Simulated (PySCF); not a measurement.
Species: 2-methylpyridine-N-oxide, C6H7NO.
Bonds: C1–C2, C2–C3 (aromatic), C3–C4 (aromatic), C4–C5 (aromatic), C5–C6 (aromatic), C6–N7 (aromatic), N7–O8, C2–N7 (aromatic). Hydrogens: H9, H10, H11 on C1; H12 on C3; H13 on C4; H14 on C5; H15 on C6.

Level: PBE0/pcSseg-1 and CAM-B3LYP/def2-SVPD in PySCF, non-relativistic, on one gas-phase PBE0-D3(BJ)/def2-SVP geometry that isn't relaxed in the solvent. The solvent is an IEF-PCM continuum (Bondi radii, 1.10 Å for H, scaled by 1.2). Specific hydrogen bonds and non-electrostatic terms are outside this model.

Gas phase at PBE0/pcSseg-1: HOMO -6.26 eV, LUMO -1.06 eV, dipole 3.44 D.

Problem. What does the continuum do to the energy, the frontier levels and the dipole at PBE0/pcSseg-1 in chloroform and dimethylsulfoxide?

Solution. 
```
          solvent      ε  E(solvent) − E(gas) (kJ/mol)  polarisation term (kJ/mol)  distortion of the solute (kJ/mol)  HOMO (eV)  LUMO (eV)  dipole (D)
       chloroform  4.711                        -21.72                      -25.29                               3.57      -6.36      -1.05        4.51
dimethylsulfoxide  46.83                        -30.64                      -38.04                               7.40      -6.43      -1.07        5.00
```

Polarisation term: ½ Σ q·V over the induced surface charges. Distortion: the rise of the solute's own energy as its density leaves the gas-phase optimum. From chloroform to dimethylsulfoxide the lowering changes by a factor 1.41, Onsager's factor (ε − 1)/(2ε + 1) by 1.36 and ε itself by 9.9.

Problem. Which radius a makes the point-dipole formula ΔE = −[(ε − 1)/(2ε + 1)]·μ²/a³ give the value in dimethylsulfoxide, with the gas-phase dipole?

Solution. μ = 1.353 au and |ΔE| = 0.01167 Eh give a = 2.24 Å; the farthest nucleus lies 3.16 Å from the centroid of the nuclei, so such a sphere wouldn't even hold the nuclei. The formula assumes a rigid point dipole at the centre of a sphere.

Problem. Which Mulliken charges (PBE0/pcSseg-1) respond most in chloroform (means over atoms taken as equivalent)?

Solution. 
| atoms | environment | gas (e) | solvent (e) | change |
| --- | --- | --- | --- | --- |
| O8 | N-oxide oxygen | -0.445 | -0.501 | -0.056 |
| H12 | aromatic hydrogen | +0.104 | +0.120 | +0.016 |
| H14 | aromatic hydrogen | +0.116 | +0.131 | +0.015 |
| H13 | aromatic hydrogen | +0.103 | +0.118 | +0.015 |
| H15 | aromatic hydrogen | +0.118 | +0.128 | +0.010 |
| C1 | benzylic-type carbon | -0.144 | -0.151 | -0.007 |
| H9/H10/H11 | methyl hydrogen | +0.139 | +0.143 | +0.004 |
| C6 | aromatic CH next to a ring nitrogen | +0.220 | +0.216 | -0.004 |
| C5 | aromatic CH carbon | -0.205 | -0.208 | -0.003 |
| N7 | N-oxide nitrogen | -0.203 | -0.200 | +0.003 |
| C2 | substituted aromatic carbon | +0.100 | +0.101 | +0.001 |
| C3 | aromatic CH carbon | -0.171 | -0.171 | 0.000 |

Problem. Which Mayer bond orders change most in chloroform?

Solution. 
| bond | length (Å) | gas | solvent | change |
| --- | --- | --- | --- | --- |
| N7–O8 | 1.254 | 1.336 | 1.307 | -0.029 |
| N7–C2 | 1.380 | 1.067 | 1.079 | +0.012 |
| C6–N7 | 1.367 | 1.143 | 1.153 | +0.010 |
| C1–C2 | 1.483 | 1.100 | 1.095 | -0.005 |
| C2–C3 | 1.388 | 1.385 | 1.381 | -0.004 |
| C6–H15 | 1.089 | 0.965 | 0.961 | -0.004 |
| C5–C6 | 1.381 | 1.434 | 1.437 | +0.003 |
| C1–H10 | 1.097 | 0.954 | 0.951 | -0.003 |

Gas phase at CAM-B3LYP/def2-SVPD: HOMO -7.54 eV, LUMO -0.18 eV, dipole 3.86 D.

Problem. What does the continuum do to the energy, the frontier levels and the dipole at CAM-B3LYP/def2-SVPD in chloroform and dimethylsulfoxide?

Solution. 
```json
{"solvent": "chloroform", "ε": "4.711", "E(solvent) − E(gas) (kJ/mol)": "-24.46", "polarisation term (kJ/mol)": "-29.23", "distortion of the solute (kJ/mol)": "4.77", "HOMO (eV)": "-7.67", "LUMO (eV)": "-0.15", "dipole (D)": "5.16"}
{"solvent": "dimethylsulfoxide", "ε": "46.83", "E(solvent) − E(gas) (kJ/mol)": "-34.74", "polarisation term (kJ/mol)": "-44.82", "distortion of the solute (kJ/mol)": "10.08", "HOMO (eV)": "-7.75", "LUMO (eV)": "-0.15", "dipole (D)": "5.78"}
```

Problem. How does the static polarisability (CAM-B3LYP/def2-SVPD, frozen core, with the continuum's full static response) change?

Solution. 
```json
{"medium": "gas", "isotropic (au)": "84.6", "principal values (au)": "50.3, 92.8, 110.6", "⟨r²⟩ of the electrons (bohr²)": "850.3"}
{"medium": "chloroform", "isotropic (au)": "107.9", "principal values (au)": "62.0, 118.0, 143.8", "⟨r²⟩ of the electrons (bohr²)": "849.9"}
{"medium": "dimethylsulfoxide", "isotropic (au)": "119.3", "principal values (au)": "69.5, 129.3, 159.1", "⟨r²⟩ of the electrons (bohr²)": "849.7"}
```

The isotropic value in dimethylsulfoxide is 1.41 times the gas-phase one; no cavity-field correction is applied. ⟨r²⟩ is taken about the centre of nuclear charge.
